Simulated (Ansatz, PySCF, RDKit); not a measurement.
Dimer: CH4O (SMILES CO) (first 6 atoms) with C3H8 (SMILES CCC); geometry from B3LYP-D3(BJ)/def2-TZVP, rigid monomers moved along the line of their centres of mass till H6···C7 is 2.41 Å.
(charge 0, multiplicity 1):
```xyz
17

C      0.48433     0.24328    -0.27983
O     -0.51380    -0.51808     0.38321
H      0.75164     1.14700     0.27857
H      0.06814     0.54281    -1.24074
H      1.39337    -0.34016    -0.46388
H     -0.17450    -0.79623     1.23980
C     -0.30316    -1.28294     3.59444
C     -0.02435     0.08228     4.21791
C      0.33611     1.14409     3.18210
H     -0.53505    -2.03395     4.35147
H     -1.15466    -1.23595     2.91042
H      0.56633    -1.64450     3.03617
H      0.78795    -0.00895     4.94470
H     -0.90334     0.40742     4.78162
H      0.51754     2.11379     3.64880
H      1.24312     0.86692     2.63746
H     -0.46555     1.26908     2.45060
```

Monomers are frozen at their geometry in the pair; levels with a basis set take the counterpoise correction. Rows marked so take none. RDKit's UFF carries no charges.

Rows in 6-31G* carry no dispersion term and start afresh at each structure (6-31G* with six Cartesian d functions).

Run with Ansatz (a first-principles code); PySCF for 6-31G* rows, the dispersion terms; RDKit for the force fields. Values without a source in brackets are computed.

**Question.** One of these levels gives 63.3 meV for the interaction energy. Which?
(A) B3LYP-D4/def2-TZVPPD
(B) B3LYP/6-31G*
(C) UFF
(D) B3LYP/6-31G* (no counterpoise)

**Answer.** B, B3LYP/6-31G*. The others give 265.4 (UFF), -24.8 (B3LYP/6-31G* (no counterpoise)), -44.4 (B3LYP-D4/def2-TZVPPD)
